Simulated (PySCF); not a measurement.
C3HBrCl2, SMILES ClC(Cl)=C=CBr.

Coordinates come from a TPSSh-D3(BJ)/def2-SVP optimisation. This is a generated structure with no PubChem entry under its InChIKey; it may be hypothetical.

All values below come from SMD-B3LYP/6-31G* in PySCF.

Solvation free energies are E(SMD) − E(gas) at the gas-phase geometry, for 1 M in both phases. Bromine has the revised SMD18 radius of 2.60 Å. In vacuum the dipole moment is 1.19 D.

Computed solvation free energies in water, n-hexane, tetrahydrofuran:
```csv
solvent,ΔG(solv) (kcal/mol),its non-electrostatic (CDS) part,dipole (D)
water,-0.1,2.2,1.78
n-hexane,-4.8,-4.0,1.38
tetrahydrofuran,-4.7,-2.8,1.65
```
